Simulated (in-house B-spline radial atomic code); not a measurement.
Configurations of Dy5+, with energies counted from [Kr] 4d10 4f8 5s2 5p5. All numbers are computed (scalar-relativistic (X2C) TPSSh, spin-polarised, spherical fractional occupations, exact exchange averaged over the configuration; Fermi nucleus of rms radius 5.2218 fm) with a radial B-spline atomic code at the basis-set limit, not measured. Shells without spins written out take the highest spin.

Occupations are held fixed; configurations that lie above the ionisation limit could autoionise.

```csv
configuration,E - E(ref) (eV),highest orbital,its <r> (bohr)
[Xe] 4f7,-13.69,4f up,0.7194
[Kr] 4d10 4f7 5s2 5p5 6s1,28.831,6s up,2.536
[Kr] 4d10 4f8 5s2 5p4 5d1,30.071,5d up,1.745
[Kr] 4d10 4f7 5s2 5p5 6p1,36.966,6p up,2.883
[Kr] 4d10 4f7 5s2 5p5 5f1,46.916,5f up,2.787
[Kr] 4d9 4f9 5s2 5p5,153.22,4f down,0.7552
```

(1) Order these further configurations by energy, lowest first.
A. [Kr] 4d10 4f9 5s2 5p4
B. [Kr] 4d10 4f7 5s2 5p5 6d1
C. [Kr] 4d9 4f8 5s2 5p5 6f1
D. [Kr] 4d9 4f8 5s2 5p5 6s1
E. [Kr] 4d9 4f8 5s2 5p5 6p1

(2) How far above the reference does [Kr] 4d9 4f8 5s2 5p5 5f1 lie?

(3) Is the reference the lowest configuration at this level of theory?

Answers

(1) A (16.16 eV), B (47.585 eV), D (183.05 eV), E (191.19 eV), C (212.37 eV).

(2) 201.16 eV; its least bound orbital is 5f up with <r> = 2.782 bohr.

(3) No: [Xe] 4f7 lies 13.69 eV lower with this functional.
